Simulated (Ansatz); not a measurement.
The multiplicity is imposed and other spin states were not computed.

Method: frozen-core CCSD(T)/def2-TZVPP // TPSS-D3(BJ)/def2-SVP (Ansatz, an electronic-structure program).

Ansatz 0.2 input:
```yaml
crystal:
  periodic: [false, false, false]
  atoms:
    - { symbol: Cu, position_ang: [0.036143, -0.022357, 0.002387] }
    - { symbol: C, position_ang: [-1.987414, 0.297525, 0.247385] }
    - { symbol: C, position_ang: [-1.640106, -0.907657, 0.819673] }
    - { symbol: H, position_ang: [-2.054514, 1.215048, 0.846482] }
    - { symbol: H, position_ang: [-2.38731, 0.349646, -0.773718] }
    - { symbol: H, position_ang: [-1.752046, -1.852427, 0.271861] }
    - { symbol: H, position_ang: [-1.419277, -0.987161, 1.892118] }
    - { symbol: C, position_ang: [1.811056, 0.248198, -0.507476] }
    - { symbol: N, position_ang: [2.929562, 0.417472, -0.827353] }
basis:
  gaussian: { orbitals: def2-TZVPP }
correlation:
  method: ccsd_t
```

Output:

```
Functional definition: HF
1535 factors; integrals over basis functions are off by at most 1.1e-3 eV
mean field evaluation 1: about -49228.8982 eV, gradient 6.4e1 eV
mean field evaluation 2: about -49229.2002 eV, gradient 6.4e1 eV
mean field evaluation 4: about -49234.8216 eV, gradient 9.5e0 eV
mean field evaluation 8: about -49235.0394 eV, gradient 1.3e0 eV
mean field evaluation 16: about -49235.0441 eV, gradient 2.9e-6 eV
mean field -49235.04412910 eV, -1809.3544990330 hartree, gradient 2.9e-6 eV, S^2 0.000000; 0 other end points of the search recorded, 0 dependent functions left out
9 core orbitals not correlated
reference -49235.04412910 eV, -1809.3544990330 hartree; 20, 20 occupied and 215, 215 virtual orbitals, 1535 factors
second order -42.94365570 eV of doubles, -0.00000000 eV of singles
cycle   1  -36.91418952 eV  change     6.0e0 eV  update   3.1e-1
cycle   2  -39.27637641 eV  change    -2.4e0 eV  update   2.7e-1
cycle   3  -39.89231984 eV  change   -6.2e-1 eV  update   6.3e-2
cycle   4  -39.92903865 eV  change   -3.7e-2 eV  update   3.3e-2
cycle   5  -39.88270189 eV  change    4.6e-2 eV  update   1.6e-2
cycle   6  -39.88433580 eV  change   -1.6e-3 eV  update   6.5e-3
cycle   7  -39.88903459 eV  change   -4.7e-3 eV  update   4.3e-3
cycle   8  -39.88490109 eV  change    4.1e-3 eV  update   2.1e-3
cycle   9  -39.88379185 eV  change    1.1e-3 eV  update   9.2e-4
cycle  10  -39.88492337 eV  change   -1.1e-3 eV  update   4.9e-4
cycle  11  -39.88545679 eV  change   -5.3e-4 eV  update   1.9e-4
cycle  12  -39.88518082 eV  change    2.8e-4 eV  update   1.4e-4
cycle  13  -39.88509034 eV  change    9.0e-5 eV  update   7.4e-5
cycle  14  -39.88515280 eV  change   -6.2e-5 eV  update   2.5e-5
cycle  15  -39.88510053 eV  change    5.2e-5 eV  update   1.4e-5
cycle  16  -39.88507939 eV  change    2.1e-5 eV  update   4.9e-6
perturbative correction -1.75505685 eV, -0.0644971495 hartree
Total energy: -49276.68426534 eV, -1810.8847458151 hartree
```

Cost: around 15 core-minutes (rough).
